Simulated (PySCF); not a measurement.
Cyclo-(F2SnO)2.
Bonds: Sn1–F2, Sn1–F3, Sn1–O4, Sn1–O8, O4–Sn5, Sn5–F6, Sn5–F7, Sn5–O8.

Method: PBE0-D3(BJ)/def2-SVP geometry optimisation, gas phase, def2 core potentials past Kr in PySCF 2.14.0; density fitting, grid level 1; the optimiser is geomeTRIC in internal coordinates, started from a GFN2-xTB structure with every atom displaced at random (about 0.03 Å).

Geometry at step 2:
```
atom  x, y, z in Å
Sn1    -0.5715   -0.5220    1.2107
F2     -1.5305   -2.1561    1.4687
F3     -0.7403    0.4183    2.8637
O4      1.2237   -0.5861    0.3522
Sn5     0.6305    0.4746   -1.2492
F6      0.7194   -0.4193   -2.9419
F7      1.5617    2.1294   -1.4278
O8     -1.1548    0.5755   -0.3602
```

**Question.** Give the atomic forces at this geometry.

**Answer.** 
| atom | Fx (eV/Å) | Fy (eV/Å) | Fz (eV/Å) |
| --- | --- | --- | --- |
| Sn1 | -0.224 | 0.143 | -0.014 |
| F2 | 0.114 | 0.062 | 0.037 |
| F3 | 0.027 | -0.104 | 0.049 |
| O4 | -0.071 | -0.049 | -0.135 |
| Sn5 | -0.040 | -0.128 | 0.153 |
| F6 | 0.032 | 0.181 | 0.176 |
| F7 | 0.011 | 0.011 | -0.162 |
| O8 | 0.152 | -0.116 | -0.105 |

The largest, 0.27 eV/Å, acts on Sn1; the rms over all components is 0.113 eV/Å. The forces sum to zero within rounding, as they must for an isolated molecule in no field.

**Question.** Give the force on Sn1 in Eh/bohr and in nN.

**Answer.** 0.266 eV/Å ÷ 51.422 = 0.00517 Eh/bohr, and 0.266 eV/Å × 1.602 = 0.43 nN.

**Question.** How far is this geometry from the end of the optimisation?

**Answer.** 0.023 eV above it, and 0.049 Å rms away after alignment. The bonds farthest from their final lengths, with half the difference of the two atoms' forces along the bond (positive lengthens):

```tsv
bond	now (Å)	final (Å)	force along bond (eV/Å)
O4–Sn5	2.010	1.996	-0.14
Sn5–F6	1.916	1.908	-0.08
Sn1–O8	2.003	1.996	-0.09
Sn1–O4	1.991	1.997	+0.10
Sn1–F2	1.912	1.908	-0.05
```

The angle farthest from its final value is O4–Sn5–F7, 112.8° against 117.1°.

The cost below is that of the whole optimisation. Hardware: one thread of an Arm Neoverse V2 (shared host). Cost: 2.0 min of wall time, 0.51 GiB resident at most.
